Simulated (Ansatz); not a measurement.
These are frozen-core CCSD(T)/cc-pVTZ // B3LYP-D3(BJ)/def2-TZVP in Ansatz (a program for electronic structure) values and carry that method's errors.

Ansatz 0.2 input:
```yaml
crystal:
  periodic: [false, false, false]
  atoms:
    - { symbol: C, position_ang: [-0.658594, -0.077594, -0.01472] }
    - { symbol: Si, position_ang: [0.968891, -0.543291, 0.204628] }
    - { symbol: H, position_ang: [-0.898941, 0.930339, -0.340448] }
    - { symbol: H, position_ang: [-1.500364, -0.735345, 0.152446] }
    - { symbol: H, position_ang: [2.089567, 0.413913, -0.043328] }
basis:
  gaussian: { orbitals: cc-pVTZ }
correlation:
  method: ccsd_t
magnetization:
  spin_polarized: true
  initial_magnetization: 1
```

Output:

```
Functional definition: HF
605 factors; integrals over basis functions are off by at most 1.1e-3 eV
mean field evaluation 1: about -8934.8315 eV, gradient 2.2e1 eV
mean field evaluation 2: about -8934.8373 eV, gradient 2.2e1 eV
mean field evaluation 4: about -8937.9356 eV, gradient 2.5e0 eV
mean field evaluation 8: about -8938.0757 eV, gradient 5.6e-1 eV
mean field evaluation 16: about -8938.2810 eV, gradient 5.6e-6 eV
mean field evaluation 32: about -8938.0143 eV, gradient 4.6e-1 eV
mean field evaluation 64: about -8938.0761 eV, gradient 2.7e0 eV
mean field evaluation 96: about -8937.8405 eV, gradient 7.0e-1 eV
mean field evaluation 128: about -8938.2804 eV, gradient 1.3e-1 eV
mean field evaluation 160: about -8937.2936 eV, gradient 1.2e-2 eV
mean field evaluation 192: about -8937.2736 eV, gradient 7.9e-1 eV
mean field evaluation 224: about -8935.8544 eV, gradient 4.0e-1 eV
mean field evaluation 256: about -8935.8594 eV, gradient 1.8e-3 eV
mean field evaluation 288: about -8937.2936 eV, gradient 1.3e-3 eV
mean field evaluation 320: about -8937.2871 eV, gradient 8.1e-2 eV
mean field -8938.28103707 eV, -328.4757695279 hartree, gradient 1.7e-6 eV, S^2 1.191078; 9 other end points of the search recorded, 0 dependent functions left out
determinant -8938.28103707 eV, -328.4757695279 hartree, with singles and doubles -8946.16777263 eV, -328.7656017140 hartree
determinant -8937.29358583 eV, -328.4394813643 hartree, with singles and doubles -8945.11052990 eV, -328.7267487602 hartree
determinant -8935.85941101 eV, -328.3867764116 hartree, with singles and doubles -8943.31005619 eV, -328.6605825716 hartree
6 core orbitals not correlated
reference -8938.28103707 eV, -328.4757695279 hartree; 6, 5 occupied and 94, 95 virtual orbitals, 605 factors
second order -6.70442679 eV of doubles, -0.00000000 eV of singles
cycle   1  -7.76830526 eV  change   -5.8e-1 eV  update   2.5e-2
cycle   2  -7.79028785 eV  change   -2.2e-2 eV  update   8.1e-3
cycle   3  -7.79706599 eV  change   -6.8e-3 eV  update   4.5e-3
cycle   4  -7.80648031 eV  change   -9.4e-3 eV  update   2.8e-3
cycle   5  -7.81311817 eV  change   -6.6e-3 eV  update   1.5e-3
cycle   6  -7.81503622 eV  change   -1.9e-3 eV  update   5.1e-4
cycle   7  -7.81577728 eV  change   -7.4e-4 eV  update   2.1e-4
cycle   8  -7.81585974 eV  change   -8.2e-5 eV  update   9.7e-5
cycle   9  -7.81581544 eV  change    4.4e-5 eV  update   5.2e-5
cycle  10  -7.81582342 eV  change   -8.0e-6 eV  update   2.5e-5
cycle  11  -7.81580347 eV  change    2.0e-5 eV  update   1.1e-5
cycle  12  -7.81580454 eV  change   -1.1e-6 eV  update   4.1e-6
perturbative correction -0.37376014 eV, -0.0137354316 hartree
Total energy: -8946.47060175 eV, -328.7767304788 hartree
```

Cost: around 25 core-seconds (rough).
